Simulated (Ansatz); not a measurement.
Reaction (formal exchange of groups at the Sn–C bond): `[SiH3][SnH2][CH2]Cl` + BH₃ → `[BH2][SnH2][SiH3]` + `CCl`

Calculated with Ansatz (gas phase, PBE0-D4/def2-TZVP geometries, no zero-point term in ΔE). CCSD(T)/CBS is the MP2 limit (def2-TZVPP, def2-QZVPP) plus CCSD(T) − MP2 in def2-TZVPP, frozen cores. This one scheme is used for every species. DFT in def2-TZVPP. B3LYP here is the variant with VWN-RPA as its local correlation; programs differ in this. Elements past krypton have def2 core potentials. For Sn outer-core shells are correlated without core-valence functions, which leaves a few kJ/mol of doubt a bond. One conformer a species, not always the lowest.

| level | ΔE (kcal/mol) |
| --- | --- |
| r2SCAN-D4 | -6.6 |
| ωB97M-V | -4.9 |
| B2PLYP | -5.6 |
| PBE | -8.2 |
| B3LYP | -6.9 |
| MP2/def2-TZVPP | -3.8 |
| CCSD/def2-TZVPP | -5.5 |
| SCS-MP2/def2-QZVPP | -3.7 |

Q: What does CCSD(T)/CBS give? (Best estimate.)

A: Computed: -4.7 kcal/mol. The listed levels differ from it by -1.9, -0.2, -0.9, -3.5, -2.2, 0.9, -0.8, 1.0 kcal/mol.

Largest T1 diagnostic among the species: 0.014.

The D4 term adds +1.8 kcal/mol with B3LYP and +1.0 kcal/mol with PBE0; it sums over pairs of atoms, weighted by their polarisabilities, and B3LYP, whose exchange is more repulsive, gets the larger term. In def2-TZVPP, CCSD(T) changes the Hartree–Fock value by +0.8 kcal/mol (the triples alone add +0.4 kcal/mol) and MP2 by +2.1 kcal/mol.
